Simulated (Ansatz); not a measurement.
`O=C=NCF` and `O=C=NBCl` differ in one atom or group.

Ansatz, PBE0-D4/def2-TZVP geometries, multiplicity 1. Each molecule was computed in one conformer, which needn't be the lowest.

| property | `O=C=NCF` |
| --- | --- |
| HOMO energy (B3LYP/def2-TZVPP) / eV | -8.24 |
| HOMO energy (ωB97M-V/def2-TZVPP) / eV | -10.71 |
| size of the dipole moment (B3LYP/def2-TZVPP) / D | 2.38 |
| HOMO–LUMO gap (B3LYP/def2-TZVPP) / eV | 8.02 |
| ideal-gas entropy at 298 K and 1 bar (rigid rotor, harmonic PBE0-D4/def2-TZVP) / J/(mol·K) | 313 |
| HOMO–LUMO gap (PBE/def2-TZVPP) / eV | 6.02 |

(1) What does the change do to each property? (Best estimate.)

Answers

(1) Computed: 
| property | `O=C=NBCl` | shift |
| --- | --- | --- |
| HOMO energy (B3LYP/def2-TZVPP) / eV | -8.88 | -0.64 |
| HOMO energy (ωB97M-V/def2-TZVPP) / eV | -11.35 | -0.64 |
| size of the dipole moment (B3LYP/def2-TZVPP) / D | 0.72 | -1.66 |
| HOMO–LUMO gap (B3LYP/def2-TZVPP) / eV | 6.79 | -1.23 |
| ideal-gas entropy at 298 K and 1 bar (rigid rotor, harmonic PBE0-D4/def2-TZVP) / J/(mol·K) | 315 | 2 |
| HOMO–LUMO gap (PBE/def2-TZVPP) / eV | 4.92 | -1.10 |

With PBE0 the HOMO falls by 0.67 eV and the LUMO falls by 1.99 eV, so the gap narrows by about 1.32 eV. PBE moves the HOMO by -0.70 eV and ωB97M-V by -0.64 eV. The zero-point energy changes by -42.6 kJ/mol with -3 modes. Dipoles are sizes alone; their direction can turn. Modes under 60 cm⁻¹, often nearly free rotors, make the harmonic entropy too high.

B3LYP here is the variant with VWN-RPA as its local correlation; programs differ in this.
